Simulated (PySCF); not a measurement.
Ligand exchange on a metal centre used in film growth or etching (Nb Cl-F). Isolated molecules, 0 K electronic values unless said otherwise.

These are TPSSh-D3(BJ)/def2-TZVP // PBE-D3(BJ)/def2-SVP (PySCF) values and carry that method's errors. All candidates: neutral, multiplicity 1. 

LUMO: -4.04 eV
HOMO–LUMO gap: 7.13 eV
HOMO: -11.17 eV

**Question.** Say which member has these values.
A) [Nb(Cl)3(F)2]
B) [Nb(Cl)(F)4]
C) [Nb(Cl)5]
D) [Nb(F)5]

**Answer.** D, [Nb(F)5]. The others give [Nb(Cl)5]: -4.81 eV, 3.70 eV, -8.51 eV; [Nb(Cl)(F)4]: -3.88 eV, 6.29 eV, -10.17 eV; [Nb(Cl)3(F)2]: -4.25 eV, 5.10 eV, -9.35 eV
